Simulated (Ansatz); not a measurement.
`[OH][InH2]` and `[SH][InH2]` differ in one element.

Ansatz, PBE0-D4/def2-TZVP geometries, multiplicity 1. 

Elements past krypton have def2 core potentials.

```tsv
property	`[OH][InH2]`
HOMO energy (PBE/def2-TZVPP) / eV	-6.73
HOMO–LUMO gap (B3LYP/def2-TZVPP) / eV	6.24
LUMO energy (B3LYP/def2-TZVPP) / eV	-1.78
ideal-gas entropy at 298 K and 1 bar (rigid rotor, harmonic PBE0-D4/def2-TZVP) / J/(mol·K)	276
size of the dipole moment (ωB97M-V/def2-TZVPP) / D	1.89
LUMO energy (PBE0/def2-TZVPP) / eV	-1.48
```

Question: Give the same properties after the change, and the shifts. (An estimate is asked.)

Answer: The calculation gave: 
```csv
property,`[SH][InH2]`,shift
HOMO energy (PBE/def2-TZVPP) / eV,-6.28,0.45
HOMO–LUMO gap (B3LYP/def2-TZVPP) / eV,5.23,-1.01
LUMO energy (B3LYP/def2-TZVPP) / eV,-1.96,-0.18
"ideal-gas entropy at 298 K and 1 bar (rigid rotor, harmonic PBE0-D4/def2-TZVP) / J/(mol·K)",290,14
size of the dipole moment (ωB97M-V/def2-TZVPP) / D,1.65,-0.24
LUMO energy (PBE0/def2-TZVPP) / eV,-1.69,-0.21
```

With PBE0 the HOMO rises by 0.81 eV and the LUMO falls by 0.21 eV, so the gap narrows by about 1.02 eV. PBE moves the HOMO by 0.45 eV and ωB97M-V by 0.91 eV. Dipoles are sizes alone; their direction can turn.

B3LYP here is the variant with VWN-RPA as its local correlation; programs differ in this.
